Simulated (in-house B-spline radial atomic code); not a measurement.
Bi. Computed with a B-spline radial atomic code. Model: all-electron spherical atom, spin shells full or empty, radial basis limit, no spin-orbit coupling, Breit or QED, empty-state partial waves extrapolated as (l+1/2)^-4, RPA, G0W0 and static COHSEX of the highest shell as one setting changes (uncorrelated shells keep exact exchange).

Without the two-electron picture change, core correlation of heavy ions comes too large.

Given: element Bi; charge 0; filled core Xe; hamiltonian one-electron scalar X2C; mean-field start Hartree-Fock; highest l of empty states 9; nuclear rms radius 5.5211 fm; highest mean-field shell 6p up.

Shell: 4f 7 7, 5d 5 5, 6s 1 1, 6p 3 0 (electrons up and down).

| lowest nl shells left uncorrelated | RPA correlation energy (hartree) | G0W0 level (eV) | G0W0 minus most complete (meV) | COHSEX level (eV) | linearised minus solved G0W0 (meV) |
| --- | --- | --- | --- | --- | --- |
| 0 | -6.9299 | -9.1494 | 0 | -10.25 | -0.3 |
| 1 | -6.6812 | -9.1493 | 0.1 | -10.25 | -0.3 |
| 2 | -6.467 | -9.1493 | 0.1 | -10.25 | -0.3 |
| 3 | -5.8491 | -9.149 | 0.3 | -10.25 | -0.3 |
| 4 | -5.6521 | -9.1491 | 0.2 | -10.25 | -0.3 |
| 5 | ? | ? | ? | ? | ? |
| 6 | -4.0329 | -9.1475 | 1.9 | -10.246 | -0.3 |
| 7 | -3.8511 | -9.149 | 0.4 | -10.249 | -0.3 |
| 8 | -3.3063 | -9.1584 | -9 | -10.269 | -0.3 |
| 9 | -2.3883 | -9.1498 | -0.5 | -10.254 | -0.3 |
| 10 | -2.2082 | -9.1596 | -10.2 | -10.267 | -0.3 |
| 11 | -1.0004 | -9.1136 | 35.8 | -10.187 | -0.3 |
| 12 | -0.64772 | -9.1096 | 39.8 | -10.181 | -0.3 |
| 13 | ? | ? | ? | ? | ? |
| 14 | -0.03833 | -8.919 | 230.3 | -9.6306 | -0.1 |

(1) What follows for lowest nl shells left uncorrelated = 13?

(2) What follows for lowest nl shells left uncorrelated = 5?

Answers

(1) RPA correlation energy -0.10226 hartree; G0W0 level -8.9236 eV; G0W0 minus most complete 225.7 meV; COHSEX level -9.8148 eV; linearised minus solved G0W0 -0.1 meV.

(2) RPA correlation energy -5.043 hartree; G0W0 level -9.1502 eV; G0W0 minus most complete -0.9 meV; COHSEX level -10.253 eV; linearised minus solved G0W0 -0.3 meV.
